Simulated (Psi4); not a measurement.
H4BN, triplet, at a GFN2-xTB geometry (a higher spin typed on purpose: for a closed-shell molecule this is an excited state); CCSD(T)/def2-SV(P) (Psi4).

Here is a job for Psi4.
```
memory 2 GB

molecule {
0 3
B    -0.78805315    0.15292982   -0.22510804
N     0.62170720   -0.04098803    0.05505530
H    -1.38855047   -0.89304437   -0.30414008
H    -1.37559735    0.65664534    0.70331406
H     1.37443024    0.32028859   -0.51034690
H     0.97803298   -0.56162246    0.85132607
}

set {
  basis def2-sv(p)
  reference uhf
  freeze_core true
}

energy('ccsd(t)')
print_variables()
```

### Question
Predict the main parts of the log of this Psi4 run.

### Answer

```
   => Loading Basis Set <=

    Name: DEF2-SV(P)
    Role: ORBITAL
    Keyword: BASIS

         ---------------------------------------------------------
                                   SCF
               by Justin Turney, Rob Parrish, Andy Simmonett
                          and Daniel G. A. Smith
                              UHF Reference
         ---------------------------------------------------------

  ==> Geometry <==

    Molecular point group: c1
    Full point group: C1

    Geometry (in Angstrom), charge = 0, multiplicity = 3:

       Center              X                  Y                   Z               Mass
    ------------   -----------------  -----------------  -----------------  -----------------
         B           -0.774796844685     0.131299589077    -0.192006351246    11.009305360000
         N            0.634963505315    -0.062618260923     0.088156988754    14.003074004430
         H           -1.375294164685    -0.914674600923    -0.271038391246     1.007825032230
         H           -1.362341044685     0.635015109077     0.736415748754     1.007825032230
         H            1.387686545315     0.298658359077    -0.477245211246     1.007825032230
         H            0.991289285315    -0.583252690923     0.884427758754     1.007825032230

  Running in c1 symmetry.

  Rotational constants: A =      4.53087  B =      0.80107  C =      0.79066 [cm^-1]
  Rotational constants: A = 135832.18579  B =  24015.54154  C =  23703.30097 [MHz]
  Nuclear repulsion =   31.586563856547457

  Charge       = 0
  Multiplicity = 3
  Electrons    = 16
  Nalpha       = 9
  Nbeta        = 7

  ==> Algorithm <==

  SCF Algorithm Type is PK.
  DIIS enabled.
  MOM disabled.
  Fractional occupation disabled.
  Guess Type is SAD.
  Energy threshold   = 1.00e-08
  Density threshold  = 1.00e-08
  Integral threshold = 1.00e-12

  ==> Primary Basis <==

  Basis Set: DEF2-SV(P)
    Blend: DEF2-SV(P)
    Number of shells: 20
    Number of basis functions: 36
    Number of Cartesian functions: 38
    Spherical Harmonics?: true
    Max angular momentum: 2

  ==> Integral Setup <==

  Using in-core PK algorithm.
   Calculation information:
      Number of atoms:                   6
      Number of AO shells:              20
      Number of primitives:             40
      Number of atomic orbitals:        38
      Number of basis functions:        36

      Integral cutoff                 1.00e-12
      Number of threads:                 1

  Performing in-core PK
  Using 444222 doubles for integral storage.
  We computed 22155 shell quartets total.
  Whereas there are 22155 unique shell quartets.

  ==> DiskJK: Disk-Based J/K Matrices <==

    J tasked:                  Yes
    K tasked:                  Yes
    wK tasked:                  No
    Schwarz Cutoff:          1E-12

  Minimum eigenvalue in the overlap matrix is 8.6523064959E-03.
  Reciprocal condition number of the overlap matrix is 1.7702270183E-03.
    Using symmetric orthogonalization.

  ==> Pre-Iterations <==

  SCF Guess: Superposition of Atomic Densities via on-the-fly atomic UHF (no occupation information).

   -------------------------
    Irrep   Nso     Nmo
   -------------------------
     A         36      36
   -------------------------
    Total      36      36
   -------------------------

  ==> Iterations <==

                        Total Energy        Delta E     RMS |[F,P]|

   @UHF iter SAD:   -80.60429165111452   -8.06043e+01   0.00000e+00
   @UHF iter   1:   -81.18233937548753   -5.78048e-01   8.93222e-03 DIIS/ADIIS
   @UHF iter   2:   -81.24101258337811   -5.86732e-02   4.57783e-03 DIIS/ADIIS
   @UHF iter   3:   -81.25412017685375   -1.31076e-02   1.23058e-03 DIIS/ADIIS
   @UHF iter   4:   -81.25789185305976   -3.77168e-03   8.14722e-04 DIIS/ADIIS
   @UHF iter   5:   -81.25952684779934   -1.63499e-03   5.91333e-04 DIIS/ADIIS
   @UHF iter   6:   -81.26199576572353   -2.46892e-03   3.80540e-04 DIIS/ADIIS
[...]
  @UHF Final Energy:   -81.26365911427305
    Total Energy =                        -81.2636591142730538
[...]
              4   5        -0.0313112142
              3   4         0.0111674970
              4  13         0.0109722209
              2   2         0.0103382514
              1   6         0.0066831405
              1  10         0.0065229008
              2   9         0.0062540568
              2   4        -0.0060965168

    Largest TIJAB Amplitudes:
      6   5   7   6        -0.0228072998
      6   4   7   5        -0.0146178262
      3   2  12   1        -0.0120825476
      3   2  16  12         0.0115885979
      6   4   8   7        -0.0107385259
      3   2  24  22        -0.0105901863
      3   2  22   9         0.0102377051
      5   4   6   5        -0.0097861510
      6   3   7   6        -0.0097746876
      6   1   7   5        -0.0094742468

    Largest Tijab Amplitudes:
      4   3   4   0         0.0280843355
      4   3  10   0        -0.0254909834
      4   2  10   0         0.0153138785
      4   2   3   0         0.0139515673
      4   1  10   0         0.0132626865
      4   2   2   0         0.0125871413
      4   1   3   0        -0.0119762159
      4   1   6   0         0.0114172020
      4   0   1   0         0.0113689514
      4   3  18   0         0.0109241083

    Largest TIjAb Amplitudes:
      5   4   3   0         0.0479581291
      5   4  11   0         0.0327852757
      5   3  14   0         0.0314200090
      4   4   8   0         0.0311953325
      3   4   3   0        -0.0310017343
      6   3   3   0        -0.0302163975
      5   4   6   8        -0.0290746676
      2   2   9  11         0.0288096201
      5   3   4   0         0.0286459937
      5   4  12   0         0.0284126569

    SCF energy       (wfn)                    =  -81.263659114273054
    Reference energy (file100)                =  -81.263659114273025

    Opposite-spin MP2 correlation energy      =   -0.166153288191922
    Same-spin MP2 correlation energy          =   -0.050957155254648
    Singles MP2 correlation energy            =   -0.000000000000000
    MP2 correlation energy                    =   -0.217110443446570
      * MP2 total energy                      =  -81.480769557719597

    Opposite-spin CCSD correlation energy     =   -0.202871725202076
    Same-spin CCSD correlation energy         =   -0.051113067644074
    Singles CCSD correlation energy           =    0.000000000000000
    CCSD correlation energy                   =   -0.253984792846150
      * CCSD total energy                     =  -81.517643907119179

            **************************
            *                        *
            *        CCTRIPLES       *
            *                        *
            **************************

    Wave function   =    CCSD_T
    Reference wfn   =      UHF

    Nuclear Rep. energy (wfn)                =   31.586563856547457
    SCF energy          (wfn)                =  -81.263659114273054
    Reference energy    (file100)            =  -81.263659114273025
    CCSD energy         (file100)            =   -0.253984792846150
    Total CCSD energy   (file100)            =  -81.517643907119179

    Number of ijk index combinations:
    Spin Case AAA:                                  35
    Spin Case BBB:                                  10
    Spin Case AAB:                                 105
    Spin Case ABB:                                  70
    AAA (T) energy                             =   -0.000116284456555
    BBB (T) energy                             =   -0.000097676275669
    AAB (T) energy                             =   -0.003556442390747
    ABB (T) energy                             =   -0.002487619051102
    (T) energy                                   =   -0.006258022174074
      * CCSD(T) total energy                     =  -81.523901929293245

  Variable Map:
  ----------------------------------------------------------------------------
[...]
  Array Variable Map:
  ----------------------------------------------------------------------------
[...]
[...]
```
